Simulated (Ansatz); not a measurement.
A single point on `C[O][Sn]([F])([CH2][Si](C)(C)C)[O]C`.

```yaml
crystal:
  periodic: [false, false, false]
  atoms:
    - {symbol: C, position_ang: [-0.633073, -1.360453, -3.335491]}
    - {symbol: O, position_ang: [-0.859911, -0.947596, -2.006660]}
    - {symbol: Sn, position_ang: [0.384806, -1.380405, -0.569973]}
    - {symbol: F, position_ang: [0.804401, -3.233234, -0.896372]}
    - {symbol: C, position_ang: [-0.421502, -0.962627, 1.323167]}
    - {symbol: Si, position_ang: [-0.740951, 0.877682, 1.623311]}
    - {symbol: C, position_ang: [-1.943062, 1.491859, 0.330178]}
    - {symbol: C, position_ang: [0.886262, 1.790530, 1.516219]}
    - {symbol: C, position_ang: [-1.479156, 1.058191, 3.334725]}
    - {symbol: O, position_ang: [2.095178, -0.489544, -0.859719]}
    - {symbol: C, position_ang: [2.950734, -0.848991, -1.921384]}
    - {symbol: H, position_ang: [-1.563028, -1.226584, -3.895230]}
    - {symbol: H, position_ang: [-0.344798, -2.415582, -3.403395]}
    - {symbol: H, position_ang: [0.143617, -0.757298, -3.821740]}
    - {symbol: H, position_ang: [-1.346500, -1.541480, 1.391853]}
    - {symbol: H, position_ang: [0.285557, -1.366972, 2.052465]}
    - {symbol: H, position_ang: [-2.123474, 2.563403, 0.451781]}
    - {symbol: H, position_ang: [-2.905462, 0.979859, 0.415127]}
    - {symbol: H, position_ang: [-1.573707, 1.323206, -0.685155]}
    - {symbol: H, position_ang: [1.382359, 1.625492, 0.555754]}
    - {symbol: H, position_ang: [1.573119, 1.459759, 2.300156]}
    - {symbol: H, position_ang: [0.732531, 2.865946, 1.640282]}
    - {symbol: H, position_ang: [-1.682446, 2.109290, 3.558038]}
    - {symbol: H, position_ang: [-2.421580, 0.511099, 3.420679]}
    - {symbol: H, position_ang: [-0.798860, 0.680248, 4.102344]}
    - {symbol: H, position_ang: [3.068762, -1.934310, -2.015573]}
    - {symbol: H, position_ang: [3.935572, -0.416287, -1.724053]}
    - {symbol: H, position_ang: [2.594623, -0.455180, -2.881344]}
basis:
  gaussian: {orbitals: def2-QZVPP}
correlation: {method: mp2}
```

```sh
$ ansatz run in.yaml --threads 11 --pin off --events-out ev --progress --plain --max-ram 166912MiB --backend cuda --devices 0, --max-vram 75GiB
```

Output, abridged:

```
Functional definition: HF
7012 factors; integrals over basis functions are off by at most 9.5e-4 eV
mean field evaluation 1: about -26898.2256 eV, gradient 7.1e1 eV
mean field evaluation 2: about -26898.4737 eV, gradient 7.1e1 eV
mean field evaluation 4: about -26909.1026 eV, gradient 7.7e0 eV
mean field evaluation 8: about -26909.2744 eV, gradient 5.2e-1 eV
mean field -26909.27528600 eV, -988.8976269985 hartree, gradient 2.6e-6 eV, S^2 0.000000; 0 other end points of the search recorded, 0 dependent functions left out
18 core orbitals not correlated: weight in the atoms' cores, before any rotation towards them, 1.000 or more for the frozen orbitals, at most 0.000 for the correlated occupied ones
reference -26909.27528600 eV, -988.8976269985 hartree; 39, 39 occupied and 1118, 1118 virtual orbitals, 7012 factors
second order -70.51724143 eV of doubles, -0.00000000 eV of singles
Total energy: -26979.79252743 eV, -991.4890878229 hartree
```

Hardware: 11 threads of an AMD EPYC 7R13 on a shared host and a whole NVIDIA H100 80 GB. Wall time 7 s, peak host memory 2 GiB.
